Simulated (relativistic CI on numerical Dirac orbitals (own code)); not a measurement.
**A ladder of approximations for the levels of V7+**

Calculated with a relativistic CI code on KLI orbitals (one set per configuration, finite nucleus), adding one ingredient at a time: step 1, Dirac-Coulomb, each configuration alone; step 2, with Breit and QED terms; step 3, with configuration mixing; step 4, with scaled Slater integrals (0.9); step 5, with a P86 correlation estimate; step 6, tied to the ionisation limit. P86 is a density functional for the correlation energy, evaluated here for each configuration and added to its levels. Step 6 is semi-empirical: configurations made of the next ion and one excited electron move by -21009 cm⁻¹, so that their limit matches the tabulated ionisation energy, and those with a non-penetrating f or g electron also take the P86 value of the least penetrating other one.

Configuration list (outside the closed core [Ne]): 3s²3p⁴, 3s3p⁵, 3s²3p³3d, 3s²3p³4s, 3s²3p³4d, 3p⁶, 3s3p⁴3d, 3p⁵3d, 3s3p³3d², 3s²3p³4p, 3s²3p²3d4p, 3p⁵4s, 3p⁵4p, 3s²3p²3d², 3s²3p3d³, 3s²3p3d²4s, 3s²3p3d²4d, 3s3p²3d³, 3s²3p3d²4p, 3s²3p²3d4s, 3s²3p3d4s², 3s²3p3d4s4d, 3s3p²3d²4s, 3s²3p3d4s4p.

Computed minus measured energy above the ground level, in cm⁻¹, for 8 of the 13 excited levels that pair in every step (one J of a term; a digit in brackets numbers repeated terms):

```
Configuration  Term  J  Measured  Step 1  Step 2  Step 3  Step 4  Step 5  Step 6
       3s²3p⁴    3P  1      6008     159       3     -83     -20     -19     -20
       3s²3p⁴    1D  2     27072    3748    3616    2297     -56     -54     -53
       3s²3p⁴    1S  0     60641   11102   10996    1022   -3272   -3242   -3241
        3s3p⁵   3P°  2    217486   37419   37114   -3459    2992    3833    -281
     3s²3p³4s   3S°  1    687260   -4317   -4562   12921   11612   18548   -2163
     3s²3p³4s   3D°  3    711990     120    -189   17687   13564   20502    -241
     3s²3p³4s   3P°  0    734250    5244    5010    7562    3498   10464   -9902
     3s²3p³4s   1P°  1    742720    6452    6133    8665    3966   10930   -9443
```

Mean absolute errors in cm⁻¹, over all paired levels and for the configurations:

```csv
"Configuration, levels",Step 1,Step 2,Step 3,Step 4,Step 5,Step 6
"all, 13",11950,11742,5976,4135,7537,3409
"3s²3p⁴, 4",3847,3704,865,861,852,852
"3s3p⁵, 3",37822,37400,3484,2984,3825,333
"3s²3p³4s, 6",4416,4271,10631,6895,13850,6652
```

Measured levels: Sugar and Corliss, J. Phys. Chem. Ref. Data 7, 1191 (1978).

The mean absolute error is lowest at step 6 (3409 cm⁻¹), and the largest single drop is from step 2 to 3 (11742 to 5976). Terms of the ground configuration are off by 3847 at first, 865 with mixing and 861 after scaling, which stands in for the correlation that narrows term splittings. The Breit and QED terms change the top of the ground term (measured 7580) from 7959 to 7780. Mixing lowers the ground level by 29169, with 3s3p⁴3d as its largest admixture; relative to it the configurations that move most are 3s3p⁵ by -40884, 3s²3p³4s by +7943. The P86 estimate moves 3s²3p³4s by +6955, 3s3p⁵ by +841, and takes the mean absolute error of the excited configurations from 5591 to 10508; it adds to levels that were already too high. Step 6 takes that error from 10508 to 4546; the error more than halves for 3s3p⁵, 3s²3p³4s.
